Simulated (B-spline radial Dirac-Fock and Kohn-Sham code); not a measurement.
## Relativistic shifts of the levels of Ca⁵⁺

System: Ca⁵⁺ in the configuration [Ne] 3s2 3p3.

Both columns are ΔSCF binding energies of the configuration average from a radial finite-basis atomic code: non-relativistic Hartree-Fock with a point nucleus, and Dirac-Fock with a finite nucleus and the Coulomb interaction alone, averaged over the two j levels with weights 2j+1.

```
shell  Hartree-Fock (eV)  Dirac-Fock (eV)  shift (eV)  shift (%)
   1s             4122.2           4143.8      +21.61      +0.52
   2s              532.3            536.3       +4.03      +0.76
   3s              125.9            126.5       +0.64      +0.51
   3p              104.6            104.7       +0.07      +0.07
```

Relativity binds 1s, 2s, 3s, 3p more strongly, among those listed most of all 2s in relative terms.

Values without a named source are computed, but for edge energies of neutral atoms, which are taken from tables.
